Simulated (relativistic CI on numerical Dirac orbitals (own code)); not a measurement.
# What each ingredient does to the levels of Tm³¹⁺

Base calculation: Dirac-Coulomb-Breit CI, orbitals from a KLI potential per configuration, a model potential for QED, unscaled Slater integrals.

CI space (outside the closed core [Ar] 3d10): 4s²4p⁶4d², 4s²4p⁵4d³, 4s²4p⁶4d4f, 4s4p⁶4d³, 4s²4p⁵4d²4f, 4s4p⁶4d²4f, 4s²4p⁶4d5s, 4s²4p⁶4f5s, 4s²4p⁶4d5p, 4s²4p⁶4f², 4s²4p⁵4f³, 4s4p⁶4f³, 4s²4p⁶4f5p, 4s²4p⁵4f²5p, 4s4p⁶4f²5p. Double excitations out of closed p, d and f shells are left out; levels of such configurations are missing from the list, as are those of other unlisted configurations, and high levels can miss mixing partners.

Variants: (1) configuration mixing switched off; (2) only the first 3 configurations. Shifts of the energy above 4s²4p⁶4d² ³F2, in cm⁻¹, for the lowest level and the first level of each name with at least 55 % of one term (blank where a level changes its place among those of its configuration and J or its character, or is not in the variant):

```
         Level     Base    Δ(1)    Δ(2)
 4s²4p⁶4d² ³F2        0       0       0
 4s²4p⁶4d² ³P0    59869   +1456   +1456
 4s²4p⁶4d² ³F3    92187    -157    -157
 4s²4p⁶4d² ³P1   130359   +2842   +2842
 4s²4p⁶4d² ¹S0   308404   -3425   -3425
4s²4p⁵4d³ ⁵D°0  1135234  -25205  -25219
4s²4p⁵4d³ ³P°1  1332895  -22427  -23580
4s²4p⁵4d³ ³I°7  1339990  -20003  -20003
```

At this charge energies of transitions that change n are usually good to better than 1 %, and those within a shell (Δn = 0) to a few per cent. Terms inside the open d or f shell come out 10 to 20 % too wide with unscaled integrals.

Ionisation energy from the two ground configurations alone: base 1207.61 eV. The NIST ASD value (theoretical) is 1207 eV.

LS names give the leading component of a level, which can be under half, so a name can repeat, a term be missing and a line seem to break the LS rules.
